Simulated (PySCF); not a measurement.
# How methods differ on the ionisation energy of Al(2+)

Al(2+) [Ne] 3s1 (2S) → Al(3+) [Ne] (1S), as a difference of total energies. All numbers are calculated (PySCF 2.14, the spin-free X2C one-electron Hamiltonian (Gaussian nucleus), in x2c-TZVPPall (5s5p3d1f, 42 functions)). Correlated levels: valence and next inner shell: 1s2 frozen. The calculations carry no spin-orbit coupling.

```json
{"method": "UHF", "ionisation energy (eV)": "28.070"}
{"method": "MP2 (valence and next inner shell)", "ionisation energy (eV)": "28.311"}
{"method": "SCS-MP2 (valence and next inner shell)", "ionisation energy (eV)": "28.261"}
{"method": "CCSD (valence and next inner shell)", "ionisation energy (eV)": "28.327"}
{"method": "CCSD(T) (valence and next inner shell)", "ionisation energy (eV)": "28.332"}
```

Q: How much does correlation contribute at CCSD(T) (valence and next inner shell)?

A: 28.332 − (28.070) = 0.262 eV, measured against UHF.

Errors of the correlated levels include the incompleteness of this basis and the frozen core.

For comparison: 28.448 eV (measured; NIST Atomic Spectra Database, ionization energies).
